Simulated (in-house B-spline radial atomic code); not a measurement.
# Zr IX (Zr8+): [Ar] 3d10 4s2 4p2

Computed with an all-electron radial atomic-structure program (B-spline basis): Dirac-Kohn-Sham PBE0, spherical fractional occupations, Fermi nucleus of rms radius 4.2694 fm.

Screening seen three ways: the hydrogenic charge with the same mean radius, Z_r = [3n² - l(l+1)]/(2<r>), the one with the same energy, Z_e = n√(-2ε), and Slater's rules. Values are occupation-weighted means over j. An effective charge above Z reflects the relativistic contraction of the inner shells.

```json
{"shell": "1s", "electrons": "2", "ε (eV)": "-18024", "<r> (bohr)": "0.03706", "Z_r": "40.47", "Z_e": "36.40", "Slater": "39.70"}
{"shell": "2s", "electrons": "2", "ε (eV)": "-2628.4", "<r> (bohr)": "0.1621", "Z_r": "37.00", "Z_e": "27.80", "Slater": "35.85"}
{"shell": "2p", "electrons": "6", "ε (eV)": "-2358", "<r> (bohr)": "0.1415", "Z_r": "35.33", "Z_e": "26.33", "Slater": "35.85"}
{"shell": "3s", "electrons": "2", "ε (eV)": "-545.62", "<r> (bohr)": "0.456", "Z_r": "29.61", "Z_e": "19.00", "Slater": "28.75"}
{"shell": "3p", "electrons": "6", "ε (eV)": "-456.42", "<r> (bohr)": "0.4592", "Z_r": "27.22", "Z_e": "17.38", "Slater": "28.75"}
{"shell": "3d", "electrons": "10", "ε (eV)": "-309.85", "<r> (bohr)": "0.4474", "Z_r": "23.47", "Z_e": "14.32", "Slater": "18.85"}
{"shell": "4s", "electrons": "2", "ε (eV)": "-170.09", "<r> (bohr)": "1.113", "Z_r": "21.57", "Z_e": "14.14", "Slater": "13.65"}
{"shell": "4p", "electrons": "2", "ε (eV)": "-141.59", "<r> (bohr)": "1.197", "Z_r": "19.21", "Z_e": "12.90", "Slater": "13.65"}
```

The least bound orbital is 4p3/2 at -140.8 eV, and it is also the most diffuse (<r> = 1.203 bohr).

Spin-orbit splittings of the orbital energies (j = l + 1/2 above j = l - 1/2 when positive): 2p 86.08 eV, 3p 13.95 eV, 3d 2.56 eV, 4p 2.443 eV.

For the 1s electron the small component carries 2.12 % of the norm, the zero-frequency Breit interaction raises the level by 33.06 eV, self-energy by 17.93 eV, and vacuum polarisation lowers it by 2.002 eV.

Caution: exact exchange at fractional occupations of open shells leaves self-interaction of up to several eV.
